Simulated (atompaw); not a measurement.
**Before and after: PAW (atompaw) potential for S (Z = 16)**

```json
{
  "Element": "sulfur",
  "Generator": "atompaw 4.2.0.5",
  "Type": "PAW",
  "Functional": "PBEsol",
  "Relativity": "scalar-relativistic",
  "Frozen core": "[Ne]",
  "Valence charge": "6",
  "Reference configuration": "3s1.75 3p4.25",
  "Partial waves": "3s (bound): rc 1.15 bohr; 3s channel at 3.4 Ry: rc 1.80 bohr; 3p (bound): rc 1.80 bohr; 3p channel at 1.95 Ry: rc 1.80 bohr",
  "Local potential": "troulliermartins scheme with l = 2 at 0 Ry, radius 1.70 bohr",
  "Core correction": "smooth core density matched at 1.80 bohr",
  "Augmentation charge": "sinc compensation charge, radius 1.70 bohr; PAW radius 1.80 bohr; waves and projectors: custom rrkj gramschmidtortho"
}
```

Change: wave 3s channel at 3.4 Ry: rc 1.80 bohr becomes 3s channel at 0.3 Ry: rc 1.80 bohr.

Cutoffs: the cutoffs (Ry, on a coarse ladder) from which the occupation-weighted sum of valence levels, in a spherical-Bessel basis at the reference potential, stays within 10 and 1 mRy of its value at 400 Ry; they do not see the model core or the augmentation charge, which bear on the density cutoff.

What does the change do?

The potential gets neither clearly harder nor softer (30 Ry and 45 Ry → 30 Ry and 50 Ry); the range in which the s phases agree narrows (upper end at the end of the scan → 3.3); neither file shows a bound ghost.

| quantity | base | changed |
| --- | --- | --- |
| cutoff, loose | 30 Ry | 30 Ry |
| cutoff, tight | 45 Ry | 50 Ry |
| bound ghosts | none | none |
| s: phases at 1.81 bohr within 0.05 rad from the reference energy up to (Ry; the scan ends near 5) | to the end of the scan | 3.3 |
| p: phases at 1.81 bohr within 0.05 rad from the reference energy up to (Ry; the scan ends near 5) | to the end of the scan | to the end of the scan |
| lowest overlap eigenvalue by channel | s 0.09, p 0.74 | s 0.00, p 0.74 |

 The cutoffs see the waves, projectors and local potential, not the compensation charge or the core.
